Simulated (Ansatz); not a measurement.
A nudged elastic band was laid between two geometries of CH$_{3}$NOSe (7 atoms, charge 0, multiplicity 1).

The calculation used RKS B3LYP-D4/def2-SVP (Ansatz).

```json
{
 "movable images": "9",
 "climbing image": "yes",
 "spring": "5.0 eV/Å²",
 "optimiser": "quadratic models (default)",
 "start path": "through a guess of the saddle point",
 "force threshold": "0.5 eV/Å",
 "iteration limit": "40",
 "end points": "relaxed"
}
```

Initial state:

```xyz
7
Properties=species:S:1:pos:R:3
N -0.729 0.683 0.621
C 0.256 -0.164 0.227
O 1.068 -0.676 0.951
Se 0.212 -0.476 -1.736
H -1.387 1.093 -0.027
H -0.794 0.913 1.607
H 1.374 -1.373 -1.642
```

Final state:

```xyz
7
Properties=species:S:1:pos:R:3
N -0.727 0.686 0.620
C 0.258 -0.161 0.227
O 1.070 -0.674 0.950
Se 0.214 -0.473 -1.736
H -0.794 0.912 1.607
H -1.391 1.089 -0.026
H 1.370 -1.378 -1.641
```

What changes between the two ends?

No bond is made or broken. The dihedral H5–N1–C2–Se4 goes from 0 to 180°. The two ends are copies of one structure, up to a mirror image or an exchange of like atoms.

Give the energies along the band, and the barrier.

The run converged. The highest image is number 5 of 0 to 10, 80.3 kJ/mol above the ends, which have the same energy within 2 meV. The threshold of 0.5 eV/Å is loose, so the images may lie well off the minimum-energy path. The order of the stationary point at the top wasn't checked.

| image | path coordinate (Å) | energy (kJ/mol) | dihedral H5–N1–C2–Se4 (°) |
| --- | --- | --- | --- |
| 0 | 0.00 | 0.0 | 0 |
| 1 | 0.35 | 5.6 | 24 |
| 2 | 0.70 | 23.6 | 45 |
| 3 | 1.04 | 48.8 | 63 |
| 4 | 1.39 | 71.6 | 79 |
| 5 | 1.73 | 80.3 | 92 |
| 6 | 2.06 | 68.7 | 109 |
| 7 | 2.40 | 45.3 | 127 |
| 8 | 2.73 | 21.8 | 146 |
| 9 | 3.06 | 5.0 | 165 |
| 10 | 3.39 | 0.0 | 180 |

What is the geometry of the highest image?


```xyz
7
Properties=species:S:1:pos:R:3:forces:R:3
N -0.740 0.711 0.637 -0.03 0.05 -0.11
C 0.180 -0.275 0.244 0.06 -0.04 -0.02
O 0.699 -1.086 0.954 -0.03 -0.01 -0.03
Se 0.534 -0.178 -1.685 -0.02 0.00 0.10
H -1.730 0.508 0.655 0.01 -0.02 0.07
H -0.424 1.634 0.900 0.00 0.00 0.00
H 1.481 -1.313 -1.704 0.01 0.01 0.00
```

Run time: 4.1 min on 1 thread of Arm Neoverse V2 (shared host), peak memory 0.18 GiB.
